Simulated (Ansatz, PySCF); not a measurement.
B-trichloroborazine (B3Cl3H3N3), SMILES B1(Cl)NB(Cl)NB(Cl)N1. Atoms are numbered in the order given.

```xyz
12

Cl     3.2172     0.0000     0.0000
B      1.4347     0.0000     0.0000
N      0.7073    -1.2251     0.0000
B     -0.7174    -1.2425     0.0000
Cl    -1.6086    -2.7862     0.0000
N     -1.4146     0.0000     0.0000
B     -0.7174     1.2425     0.0000
Cl    -1.6086     2.7862     0.0000
N      0.7073     1.2251     0.0000
H      1.2141    -2.1029     0.0000
H     -2.4282     0.0000     0.0000
H      1.2141     2.1029     0.0000
```
Charge 0, spin multiplicity 1.

Coordinates come from a B3LYP-D3(BJ)/def2-SVP optimisation.

Two levels are set side by side: PBE-D3(BJ)/def2-SVP (Ansatz, a first-principles code) and B3LYP-D3(BJ)/def2-SVP (Ansatz). Each level has its own optimised geometry; the coordinates shown are those of the second. Frequencies come from the Hessian of PySCF at each geometry. Differences are taken from unrounded values.

```csv
quantity,B3LYP-D3(BJ)
mean bond length (Å),1.411
bond Cl1–B2 (Å),1.782
bond B2–N3 (Å),1.425
bond B2–N9 (Å),1.425
bond N3–B4 (Å),1.425
bond B4–Cl5 (Å),1.782
bond B4–N6 (Å),1.425
bond N6–B7 (Å),1.425
bond B7–Cl8 (Å),1.782
bond B7–N9 (Å),1.425
bond N3–H10 (Å),1.014
bond N6–H11 (Å),1.014
bond N9–H12 (Å),1.014
highest harmonic wavenumber (cm⁻¹),3637
mean harmonic wavenumber (cm⁻¹),1030
zero-point energy (kcal/mol),44.17
```

### Question
What does PBE-D3(BJ) give, and how far is it from B3LYP-D3(BJ)? (The exact figures need the calculation; the answer reports its results.)

### Answer

| quantity | PBE-D3(BJ) | PBE-D3(BJ) minus B3LYP-D3(BJ) |
|---|---|---|
| mean bond length (Å) | 1.417 | 0.006 |
| bond Cl1–B2 (Å) | 1.783 | 0.000 |
| bond B2–N3 (Å) | 1.432 | 0.007 |
| bond B2–N9 (Å) | 1.432 | 0.007 |
| bond N3–B4 (Å) | 1.432 | 0.007 |
| bond B4–Cl5 (Å) | 1.783 | 0.000 |
| bond B4–N6 (Å) | 1.432 | 0.007 |
| bond N6–B7 (Å) | 1.432 | 0.007 |
| bond B7–Cl8 (Å) | 1.783 | 0.000 |
| bond B7–N9 (Å) | 1.432 | 0.007 |
| bond N3–H10 (Å) | 1.021 | 0.007 |
| bond N6–H11 (Å) | 1.021 | 0.007 |
| bond N9–H12 (Å) | 1.021 | 0.007 |
| highest harmonic wavenumber (cm⁻¹) | 3561 | -76 |
| mean harmonic wavenumber (cm⁻¹) | 1004 | -26 |
| zero-point energy (kcal/mol) | 43.06 | -1.11 |

Exact exchange shortens and stiffens bonds; PBE has none. Differences between two approximate levels are no errors against the true value.
